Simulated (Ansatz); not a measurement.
Pulling on the Be1–O2 bond in BeO (multiplicity 1 held). Energies count from the point at 1.327 Å.


R- and RO- levels are restricted; in cc, def2 and unpolarised 6-31G sets they are followed outwards from rest. Unrestricted levels (U-) break spin symmetry where that is lower. Full CI gives the lowest state of the spin. Curves can end on different states.

Frozen-core correlation.

The values were computed with Ansatz (an electronic-structure program) with Gaussian orbitals. Values without a source in brackets are computed.

```json
[
 {"level": "R-HF/6-31G", "energy at R = 5.307 Å (kcal/mol)": "98.62"},
 {"level": "U-HF/6-31G", "energy at R = 5.307 Å (kcal/mol)": "63.55"},
 {"level": "R-MP2/6-31G", "energy at R = 5.307 Å (kcal/mol)": "155.39"},
 {"level": "U-MP2/6-31G", "energy at R = 5.307 Å (kcal/mol)": "78.35"},
 {"level": "R-SCS-MP2/6-31G", "energy at R = 5.307 Å (kcal/mol)": "145.84"},
 {"level": "U-SCS-MP2/6-31G", "energy at R = 5.307 Å (kcal/mol)": "73.92"},
 {"level": "FCI/6-31G", "energy at R = 5.307 Å (kcal/mol)": "?"}
]
```

Question: Some entries are withheld; supply them.

Answer: 
- FCI/6-31G, energy at R = 5.307 Å (kcal/mol): 120.63

Doubts at one or more of the structures used: a restricted determinant that unrestricted orbitals would lower (R-HF/6-31G, R-MP2/6-31G, R-SCS-MP2/6-31G); a spin-contaminated determinant (U-HF/6-31G, U-MP2/6-31G, U-SCS-MP2/6-31G).
